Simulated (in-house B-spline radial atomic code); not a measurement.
Response and correlation of Tl⁺

Closed shell [Xe] 4f14 5d10 6s2. Computed with an all-electron radial atomic-structure program (B-spline basis): Dirac-Hartree-Fock, relativistic RPA (time-dependent Dirac-Hartree-Fock) for the response and second-order many-body perturbation theory for correlation, no-pair Dirac-Coulomb Hamiltonian, finite nucleus.

```json
{"multipole (bohr³, bohr⁵, bohr⁷)": "dipole", "uncoupled": "24.025", "coupled RPA": "24.095"}
{"multipole (bohr³, bohr⁵, bohr⁷)": "quadrupole", "uncoupled": "80.163", "coupled RPA": "108"}
{"multipole (bohr³, bohr⁵, bohr⁷)": "octupole", "uncoupled": "902.11", "coupled RPA": "?"}
```

(1) What is the coupled octupole polarisability?

(2) Which subshells carry the dipole polarisability?

(3) What does the dipole shielding factor come to?

Dipole polarisability at imaginary frequency:

```csv
u (Eh),α(iu) (bohr³)
0,24.1
0.0566,23.44
0.141,20.74
0.283,15.42
0.424,11.59
0.566,9.089
0.849,6.254
1.13,4.712
1.41,3.732
1.98,2.53
2.83,1.602
4.24,0.9044
5.66,0.5867
8.49,0.3153
14.1,0.1444
28.3,0.04804
```

(4) What dispersion coefficients follow for two such ions (the dispersion part alone)?

Lowest J = 1 odd-parity excitations:

| energy (eV) | oscillator strength | leading channel | weight |
| --- | --- | --- | --- |
| 4.4961 | 0.0224 | 6s1/2 → p1/2 | 0.832 |
| 8.2779 | 1.48 | 6s1/2 → p3/2 | 0.794 |
| 13.301 | 0.00376 | 6s1/2 → p1/2 | 0.912 |
| 13.767 | 0.00111 | 6s1/2 → p3/2 | 0.897 |
| 15.534 | 0.0603 | 5d5/2 → p3/2 | 0.432 |
| 15.716 | 0.0788 | 6s1/2 → p1/2 | 0.763 |
| 15.895 | 0.00714 | 6s1/2 → p3/2 | 0.819 |
| 16.857 | 0.636 | 5d3/2 → p1/2 | 0.498 |

For an outer ns² shell RPA puts the lowest triplet far too low, and second order misses the ns²-np² near-degeneracy.

Second-order correlation energy by the highest angular momentum of the excited pair (hartree): s -0.03385, p -0.3212, d -0.8674, f -1.881, g -1.444, h -0.5254, i -0.2412, k -0.1213.

(5) What is the second-order correlation energy at the partial-wave limit?

Answers

(1) 1199.8 atomic units, +33 % against the uncoupled value.

(2) 6s1/2 90.5 %, 5d5/2 6.4 %, 5d3/2 3.4 %.

(3) The dipole shielding factor is 0.986, against the exact N/Z = 80/81 = 0.988 of the non-relativistic theorem.

(4) C6 = (3/π)∫α(iu)²du = 193.6 hartree·bohr⁶ and C8 = 5005 hartree·bohr⁸.

(5) The listed waves sum to -5.4359 hartree; extrapolating the increments as (l + 1/2)⁻⁴ gives -5.6838 hartree, -1.93 eV per electron.
